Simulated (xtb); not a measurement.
GeH5NTe, SMILES N[Te][GeH3]. All values are semi-empirical tight-binding results from xtb (GFN2-xTB unless named), good for trends rather than for accurate numbers. Coordinates come from a GFN2-xTB optimisation. This is a generated structure with no PubChem entry under its InChIKey; it may be hypothetical. Other conformers were not sampled.

A frequency run showed that this geometry is not a minimum.

For metal compounds this method's bond lengths and energies can be far off.

Computed properties:
```
Item           Value
-----------  -------
orbital gap  3.71 eV
```
